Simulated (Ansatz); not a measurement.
One change: `CCOC=O` becomes `CC[O][SnH3]`.

Ansatz, PBE0-D4/def2-TZVP geometries, multiplicity 1. Each molecule was computed in one conformer, which needn't be the lowest.

Elements past krypton have def2 core potentials.

| property | `CCOC=O` |
| --- | --- |
| LUMO energy (B3LYP/def2-TZVPP) / eV | -0.19 |
| LUMO energy (PBE/def2-TZVPP) / eV | -1.04 |
| HOMO energy (B3LYP/def2-TZVPP) / eV | -8.01 |
| HOMO–LUMO gap (B3LYP/def2-TZVPP) / eV | 7.81 |
| HOMO–LUMO gap (PBE/def2-TZVPP) / eV | 5.53 |
| HOMO–LUMO gap (PBE0/def2-TZVPP) / eV | 8.38 |

Question: Give the same properties after the change, and the shifts. (Estimate.)

Answer: Computed: 
```json
{"property": "LUMO energy (B3LYP/def2-TZVPP) / eV", "`CC[O][SnH3]`": "-0.59", "shift": "-0.40"}
{"property": "LUMO energy (PBE/def2-TZVPP) / eV", "`CC[O][SnH3]`": "-1.13", "shift": "-0.09"}
{"property": "HOMO energy (B3LYP/def2-TZVPP) / eV", "`CC[O][SnH3]`": "-7.22", "shift": "0.79"}
{"property": "HOMO–LUMO gap (B3LYP/def2-TZVPP) / eV", "`CC[O][SnH3]`": "6.62", "shift": "-1.19"}
{"property": "HOMO–LUMO gap (PBE/def2-TZVPP) / eV", "`CC[O][SnH3]`": "4.78", "shift": "-0.75"}
{"property": "HOMO–LUMO gap (PBE0/def2-TZVPP) / eV", "`CC[O][SnH3]`": "7.09", "shift": "-1.29"}
```

With PBE0 the HOMO rises by 0.81 eV and the LUMO falls by 0.47 eV, so the gap narrows by about 1.28 eV. PBE moves the HOMO by 0.66 eV and ωB97M-V by 0.88 eV.

B3LYP here is the variant with VWN-RPA as its local correlation; programs differ in this.
